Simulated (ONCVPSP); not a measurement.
## Transferability test, ONCV potential for carbon (C)

```json
{
  "Element": "C",
  "Generator": "ONCVPSP 4.0.1",
  "Type": "optimised norm-conserving Vanderbilt (ONCV)",
  "Functional": "LDA (Perdew-Wang 92)",
  "Relativity": "scalar-relativistic",
  "Frozen core": "[He]",
  "Valence charge": "4",
  "Reference configuration": "2s2 2p2",
  "Partial waves": "2s: rc 1.00 bohr, ncon 4, nbas 9, qcut 5 1/bohr, 2 projectors, debl 1.4 Ha; 2p: rc 2.80 bohr, ncon 5, nbas 9, qcut 5.6 1/bohr, 2 projectors, debl 2 Ha",
  "Local potential": "polynomial inside 0.95 bohr (lpopt 5, dvloc0 2 Ha)",
  "Core correction": "polynomial model core, fcfact 0.25"
}
```

Energies are relative to the spin-unpolarised reference configuration 2s2 2p2; without spin polarisation the order of configurations can differ from experiment.

```csv
valence configuration,charge,ΔE all-electron (eV),error AE − PS (meV)
2s2 2p0,+2,35.243,+699
2s1 2p0,+3,83.209,+1344
2s2 2p1.5,+0.5,4.027,+15
```

Task: What are ΔE and the potential's error for 2s2 2p1?

Result: ΔE = 10.985 eV all-electron; the error (AE − PS) is +91 meV.

Levels in the configuration 2s1 2p0:

```csv
level,all-electron (eV),pseudo (eV)
2s,-55.866,-55.111
```
